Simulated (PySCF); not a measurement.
Removal energies of Nd⁴²⁺ from EOM-IP-GCCSD

Reference: closed-shell Nd⁴²⁺, [Ar]; one electron is removed. Calculated with PySCF 2.14, two-component X2C-1e with screened spin-orbit coupling, an even-tempered Gaussian basis (18 s from 3.2 bohr⁻², ratio 2.6; 14 p from 4.2 bohr⁻², ratio 2.6; 5 d from 4.3 bohr⁻², ratio 2.8; 3 f from 71 bohr⁻², ratio 2.8); frozen [Ne]; the 62 highest virtual spinors dropped; of the others 50 kept and the rest restored at second order. No Breit or QED terms. Binding energies in eV.

```tsv
level	Koopmans	second order	EOM-CCSD
3s1/2	3660.9	3618.5	3650.9
3p1/2	3504.4	3504.4	3504.5
3p3/2	3373.6	3374.3	3374.6
```

In EOM-CCSD the overlap with the one-orbital guess is low for 3s1/2 (weight 0.68). That can mean mixing with two-hole, one-particle states, where second order and EOM-CCSD lose accuracy, or only a rotation among the degenerate components of the shell; the terms of those configurations are not listed.

For comparison, the ionisation energy of Nd⁴²⁺ is 3371 ± 4 eV (theoretical estimate listed by NIST; NIST Atomic Spectra Database, ionization energies).

Where second order misses EOM-CCSD by more than 1 eV, it overshoots the relaxation and correlation of that hole or particle, which higher orders damp.
